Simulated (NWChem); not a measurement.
# MgGeH4Se; SMILES [GeH3][Mg][SeH]

```xyz
7

Mg    -0.1460     0.2957     0.0165
Se     0.0064     2.7307     0.0307
H      1.4776     2.6292     0.0137
Ge    -0.3320    -2.2784     0.0013
H     -1.0185    -2.8312    -1.2711
H      1.0445    -2.9833     0.0721
H     -1.1475    -2.8358     1.1931
```
Atoms are numbered in this order, from 1.

Level: PBE0/def2-SVP (NWChem), optimised geometry, unscaled harmonic frequencies. This build's default masses of Se (78.918 u) and Br (79.917 u) are each other's, which moves their modes by up to 0.6 %.

```json
[
 {"frequency (cm⁻¹)": "46", "IR intensity (km/mol)": "3.6"},
 {"frequency (cm⁻¹)": "84", "IR intensity (km/mol)": "19.5"},
 {"frequency (cm⁻¹)": "89", "IR intensity (km/mol)": "17.5"},
 {"frequency (cm⁻¹)": "158", "IR intensity (km/mol)": "0.8"},
 {"frequency (cm⁻¹)": "355", "IR intensity (km/mol)": "0.1"},
 {"frequency (cm⁻¹)": "362", "IR intensity (km/mol)": "0.0"},
 {"frequency (cm⁻¹)": "435", "IR intensity (km/mol)": "52.2"},
 {"frequency (cm⁻¹)": "482", "IR intensity (km/mol)": "2.7"},
 {"frequency (cm⁻¹)": "786", "IR intensity (km/mol)": "292.7"},
 {"frequency (cm⁻¹)": "893", "IR intensity (km/mol)": "35.3"},
 {"frequency (cm⁻¹)": "893", "IR intensity (km/mol)": "36.2"},
 {"frequency (cm⁻¹)": "2107", "IR intensity (km/mol)": "113.2"},
 {"frequency (cm⁻¹)": "2113", "IR intensity (km/mol)": "126.2"},
 {"frequency (cm⁻¹)": "2114", "IR intensity (km/mol)": "124.5"},
 {"frequency (cm⁻¹)": "2432", "IR intensity (km/mol)": "13.4"}
]
```

```json
{
 "zero_point_energy": "19.1 kcal/mol",
 "thermal correction to the enthalpy at 298.15 K (with zero-point energy)": "24.2 kcal/mol",
 "heat capacity Cv": "21.3 cal/(mol K)",
 "entropy at 298.15 K and 1 atm (symmetry number 1)": "88.2 cal/(mol K)",
 "dipole_moment": "0.65 D"
}
```

Rigid rotor and harmonic oscillator; modes under 100 cm⁻¹ make the entropy uncertain.
